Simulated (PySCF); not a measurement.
methoxysilylmethanol (C₂H₈O₂Si), SMILES CO[SiH2]CO.

The structure is a stationary point at PBE0-D3(BJ)/def2-SVP. The values are those of a single conformer.

These are TDA-PBE/def2-SVPD (PySCF) values and carry that method's errors.

Vertical excitations. 

Computed lowest excited states:
| state | energy (eV) | λ (nm) | f | main pairs |
|---|---|---|---|---|
| S1 | 5.48 | 226 | 0.000 | HOMO→LUMO 99 % |
| S2 | 5.92 | 209 | 0.001 | HOMO−1→LUMO 99 % |
| S3 | 5.96 | 208 | 0.000 | HOMO→LUMO+1 99 % |
| S4 | 6.45 | 192 | 0.014 | HOMO−1→LUMO+1 100 % |
| S5 | 6.54 | 190 | 0.063 | HOMO→LUMO+2 93 % |
| S6 | 6.68 | 185 | 0.036 | HOMO−2→LUMO 94 % |
| S7 | 6.98 | 178 | 0.016 | HOMO−1→LUMO+2 99 % |
| S8 | 7.03 | 176 | 0.049 | HOMO→LUMO+3 97 % |
| S9 | 7.17 | 173 | 0.008 | HOMO→LUMO+4 90 % |
| S10 | 7.22 | 172 | 0.002 | HOMO−2→LUMO+1 77 %, HOMO−3→LUMO 22 % |
| T1 | 5.16 | 240 | 0 | HOMO→LUMO 99 % |
| T2 | 5.74 | 216 | 0 | HOMO−1→LUMO 99 % |
| T3 | 5.84 | 212 | 0 | HOMO→LUMO+1 99 % |
| T4 | 6.33 | 196 | 0 | HOMO→LUMO+2 97 % |
Triplets are in the Tamm–Dancoff approximation.
